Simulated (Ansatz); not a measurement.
`O[SiH2]PO` and `O[SiH2]P[SiH3]` differ in one atom or group.

Ansatz, PBE0-D4/def2-TZVP geometries, multiplicity 1. Each molecule was computed in one conformer, which needn't be the lowest.

```tsv
property	`O[SiH2]PO`
LUMO energy (PBE0/def2-TZVPP) / eV	-0.94
size of the dipole moment (B3LYP/def2-TZVPP) / D	1.88
size of the dipole moment (ωB97M-V/def2-TZVPP) / D	1.89
size of the dipole moment (PBE/def2-TZVPP) / D	1.86
HOMO–LUMO gap (PBE/def2-TZVPP) / eV	4.05
HOMO energy (PBE/def2-TZVPP) / eV	-5.90
```

Task: What does the change do to each property? (An estimate is asked.)

Result: Ansatz gave: 
| property | `O[SiH2]P[SiH3]` | shift |
| --- | --- | --- |
| LUMO energy (PBE0/def2-TZVPP) / eV | -0.28 | 0.66 |
| size of the dipole moment (B3LYP/def2-TZVPP) / D | 1.52 | -0.36 |
| size of the dipole moment (ωB97M-V/def2-TZVPP) / D | 1.53 | -0.36 |
| size of the dipole moment (PBE/def2-TZVPP) / D | 1.51 | -0.35 |
| HOMO–LUMO gap (PBE/def2-TZVPP) / eV | 5.20 | 1.15 |
| HOMO energy (PBE/def2-TZVPP) / eV | -6.33 | -0.43 |

With PBE0 the HOMO falls by 0.35 eV and the LUMO rises by 0.66 eV, so the gap widens by about 1.01 eV. PBE moves the HOMO by -0.43 eV and ωB97M-V by -0.30 eV. Dipoles are sizes alone; their direction can turn.

B3LYP here is the variant with VWN-RPA as its local correlation; programs differ in this.
